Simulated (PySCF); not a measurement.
All of these have the formula C3H4F4O. Method: PySCF, TDDFT CAM-B3LYP/def2-SVPD, vertical, gas phase, core orbitals frozen in the response. Geometries: PBE0-D3(BJ)/def2-SVP; one conformer of each isolated species. Triplets are in the Tamm–Dancoff approximation.

A. `OC[C@@H](F)C(F)(F)F`
B. `CO[C@@H](F)C(F)(F)F`
C. `FC(F)(OC)C(F)F`

Lowest singlet levels (six at most, fewer where fewer were computed) with oscillator strengths:

1. 145 nm (f 0.024); 134 nm (f 0.009); 130 nm (f 0.037); 129 nm (f 0.063); 128 nm (f 0.029); 122 nm (f 0.017); T1 8.28 eV
2. 138 nm (f 0.009); 130 nm (f 0.016); 127 nm (f 0.026); 123 nm (f 0.032); 122 nm (f 0.032); 122 nm (f 0.032); T1 8.79 eV
3. 163 nm (f 0.010); 145 nm (f 0.038); 136 nm (f 0.013); 134 nm (f 0.015); 132 nm (f 0.034); 128 nm (f 0.010); T1 7.24 eV

Task: Which spectrum belongs to which structure?

Result: 1 = B, 2 = C, 3 = A.
- A: S1 at 7.60 eV, HOMO→LUMO (72%), HOMO→LUMO+1 (19%); Löwdin shares by element: HOMO oxygen 62%, carbon 21% or more, hydrogen 8% or more; LUMO carbon 31% or more, oxygen 13%, fluorine 10% or more (atoms not listed hold the other 45%); HOMO -10.18 and LUMO 0.95 eV.
- B: S1 at 8.53 eV, HOMO→LUMO (89%); Löwdin shares by element: HOMO oxygen 58%, carbon 14% or more, hydrogen 13% or more; LUMO carbon 40% or more, hydrogen 22% or more (atoms not listed hold the other 38%); HOMO -10.66 and LUMO 1.09 eV.
- C: S1 at 8.95 eV, HOMO→LUMO (91%); Löwdin shares by element: HOMO oxygen 56%, carbon 16% or more, hydrogen 15% or more; LUMO carbon 36% or more, oxygen 9%, hydrogen 9% or more (atoms not listed hold the other 46%); HOMO -10.98 and LUMO 1.13 eV.
